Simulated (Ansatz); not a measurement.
`[NH2][Al]([OH])[F]` + `[SiH3][SiH2][SeH]` → `[OH][Al]([F])[SiH3]` + `N[SiH2][SeH]`  (redistribution)

Calculated with Ansatz (gas phase, PBE0-D4/def2-TZVP geometries, no zero-point term in ΔE). CBS: MP2 limit from def2 TZ/QZ plus the TZ coupled-cluster correction, frozen cores. DFT in def2-TZVPP. B3LYP here is the variant with VWN-RPA as its local correlation; programs differ in this. HSE06 is defined as in plane-wave codes. For Se outer-core shells are correlated without core-valence functions, which leaves a few kJ/mol of doubt a bond. Scalar relativity is left out up to krypton. One conformer a species, not always the lowest.

`[NH2][Al]([OH])[F]`:

Z-matrix (Å, degrees):
```
N
Al 1 1.755
H 1 1.006 2 123.7
H 1 1.006 2 125.7 3 -180.0
O 2 1.685 1 124.9 3 180.0
F 2 1.644 1 118.1 3 -0.0
H 5 0.954 2 124.9 1 -0.1
```

`[SiH3][SiH2][SeH]`:

Z-matrix (Å, degrees):
```
Si
Si 1 2.336
H 1 1.486 2 109.6
H 1 1.489 2 111.4 3 121.1
H 1 1.488 2 108.8 3 -119.1
Se 2 2.288 1 109.8 3 61.7
H 2 1.486 1 111.6 3 -53.2
H 2 1.488 1 111.3 3 -174.6
H 6 1.469 2 93.2 1 53.8
```

`[OH][Al]([F])[SiH3]`:

Cartesian coordinates in Å:
```
O 0.570 0.501 -2.069
Al 0.878 0.017 -0.483
F 2.427 -0.327 -0.025
Si -0.972 -0.167 1.085
H 1.229 0.597 -2.755
H -1.740 1.107 1.132
H -1.901 -1.249 0.657
H -0.490 -0.479 2.457
```

`N[SiH2][SeH]`:

Z-matrix (Å, degrees):
```
Si
Se 1 2.293
N 1 1.711 2 117.9
H 1 1.482 2 101.7 3 -119.9
H 1 1.482 2 109.2 3 121.1
H 2 1.469 1 93.5 3 -67.4
H 3 1.008 1 119.2 2 85.2
H 3 1.008 1 120.2 2 -57.6
```

```
             level  ΔE (kcal/mol)  difference from CCSD(T)/CBS
       LDA (SPW92)            3.9                         -2.1
            PBE-D4            4.7                         -1.3
          B3LYP-D4            5.5                         -0.5
          HSE06-D4            5.2                         -0.8
            B2PLYP            5.2                         -0.8
          PBE-QIDH            5.5                         -0.5
            revPBE            4.3                         -1.7
            r2SCAN            5.9                         -0.1
             B3LYP            4.7                         -1.3
         CAM-B3LYP            4.7                         -1.3
           LC-ωPBE            5.2                         -0.8
    MP2/def2-TZVPP            6.2                          0.2
SCS-MP2/def2-TZVPP            5.9                         -0.1
   CCSD/def2-TZVPP            5.8                         -0.2
CCSD(T)/def2-TZVPP            5.8                         -0.2
      HF/CBS(def2)            5.1                         -0.9
       CCSD(T)/CBS            6.0                            0
```

Largest T1 diagnostic among the species: 0.013.

The D4 term adds +0.8 kcal/mol with B3LYP and +0.4 kcal/mol with PBE0; it sums over pairs of atoms, weighted by their polarisabilities, and B3LYP, whose exchange is more repulsive, gets the larger term. In def2-TZVPP, CCSD(T) changes the Hartree–Fock value by +0.8 kcal/mol (the triples alone add −0.0 kcal/mol) and MP2 by +1.2 kcal/mol. Leaving LDA and LC-ωPBE aside and taking each functional with its dispersion term where it has one, the values, not all of them listed here, spread over 1.4 kcal/mol, from PBE-D4 to r2SCAN0-D4.
